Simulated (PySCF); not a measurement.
# Static response to an electric field

C7H13P.
Geometry (PBE0-D3(BJ)/def2-SVP, Å), atoms numbered from 1 in this order:
```xyz
21
C7H13P angstrom
C     -1.5112    1.7113    0.4897
C     -0.6205    0.6868   -0.1350
C     -0.6702   -0.6476    0.0506
C     -1.6279   -1.3956    0.9206
C      0.3233   -1.4542   -0.7474
P      1.5745   -0.2597   -1.4536
C      2.6510   -0.0923    0.0467
C      0.4232    1.1713   -1.1095
H     -2.0254    2.3053   -0.2851
H     -0.9224    2.4268    1.0890
H     -2.2777    1.2737    1.1431
H     -1.0874   -1.9724    1.6903
H     -2.2003   -2.1303    0.3284
H     -2.3464   -0.7405    1.4310
H     -0.1829   -2.0009   -1.5645
H      0.8294   -2.2232   -0.1378
H      3.2666   -0.9980    0.1563
H      3.3338    0.7602   -0.0882
H      2.0623    0.0579    0.9658
H     -0.0469    1.5172   -2.0488
H      0.9927    2.0344   -0.7219
```

Level: CAM-B3LYP/def2-SVPD (PySCF), static field, nuclei fixed, core orbitals frozen in the response. The polarisability tensor in these axes (au):

```
x   110.94  -0.87  -8.01
y    -0.87 116.61  -2.76
z    -8.01  -2.76  94.76
```

Task: Diagonalise the tensor; give its mean and Δα, where Δα² is half the sum of the squared differences of the eigenvalues.

Result: Principal values 91.15, 114.21 and 116.96 au; mean 107.44 au = 15.92 Å³ = 17.71 × 10⁻⁴⁰ C²·m²/J; Δα = 24.55 au (23 % of the mean).

Task: What is the dipole moment, and where does it point?

Result: (-0.83, 0.21, 1.28) D, 1.54 D in size, pointing from the negative to the positive side. Measured along this direction, the outermost atoms are P6 at the negative end and H14 and H11 at the positive end.

Task: Orientational against electronic polarisability at 400 K (dilute gas, rigid molecules)?

Result: In Gaussian units μ²/3kT = 14.39 Å³ against 15.92 Å³, a ratio of 0.90; the Debye molar polarisation (4π/3)N_A(α + μ²/3kT) is 76.5 cm³/mol, leaving out the vibrational part.

Task: Give the principal axes and the span of the nuclei along them.

Result: Largest value along (0.04, 0.99, -0.14), where the nuclei span 4.48 Å; middle along (0.93, -0.09, -0.37), 5.69 Å; least along (0.38, 0.11, 0.92), 3.40 Å. The strongest response doesn't lie along the longest of the three spans.

Task: What depolarisation ratio follows for Rayleigh scattering of linearly polarised light, taking the static tensor?

Result: ρ = 3Δα²/(45ᾱ² + 4Δα²) = 1808.7/(519441 + 2411.6) = 0.00347.

Task: Traceless (Buckingham) quadrupole moment about the centre of nuclear charge: eigenvalues?

Result: -6.90, 2.23, 4.67 D·Å. The values depend on the origin, since the dipole doesn't vanish. The electronic extent ⟨r²⟩ about the same centre is 1253 bohr², a root-mean-square distance of 2.24 Å for the 70 electrons.

Task: Refractivity n − 1 of an ideal gas of it at 298.15 K and 1 atm, from the electronic α?

Result: N = p/kT = 2.4615 × 10¹⁹ cm⁻³, so n − 1 = 2π × N × 15.92 × 10⁻²⁴ cm³ = 2462 × 10⁻⁶ at long wavelengths.

Geometry: PBE0-D3(BJ)/def2-SVP, one conformer, isolated molecule.
